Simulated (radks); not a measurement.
Results of a calculation; reference values are marked as such.
Q: Valence configurations of Sn II (all share [Kr]). Level of theory: scalar-relativistic Kohn-Sham, r2SCAN, spin-polarised, spherical densities, finite nucleus; open shells are filled with parallel spins first (spin-orbit coupling, left out, can overturn this in heavy ions); meta-GGA in the generalised Kohn-Sham scheme; Fermi nuclear charge, rms radius 4.6519 fm (a radial shooting solver on a logarithmic mesh with Libxc functionals). Order these by energy: 4d10 5s1 5p2; 4d9.5 5s2 5p1.5; 4d9 5s2 5p2; 4d8.5 5s1.5 5p3; 4d10 5s2 5p1; 4d10 5s1.5 5p1.5; 4d8 5s2 5p3; 4d10 5s0.5 5p2.5; 4d9.5 5s0.5 5p3; 4d10 5p3.

A: From the lowest, in eV above it: 4d10 5s2 5p1 0.000; 4d10 5s1.5 5p1.5 3.067; 4d10 5s1 5p2 5.461; 4d10 5s0.5 5p2.5 9.525; 4d9.5 5s2 5p1.5 12.298; 4d10 5p3 13.573; 4d9.5 5s0.5 5p3 21.819; 4d9 5s2 5p2 25.428; 4d8.5 5s1.5 5p3 42.136; 4d8 5s2 5p3 54.162. NIST lists [Kr] 4d10 5s2 5p1 as the ground configuration; this level of theory agrees among the configurations tried. The energies are those of spherical high-spin densities, not of single terms.
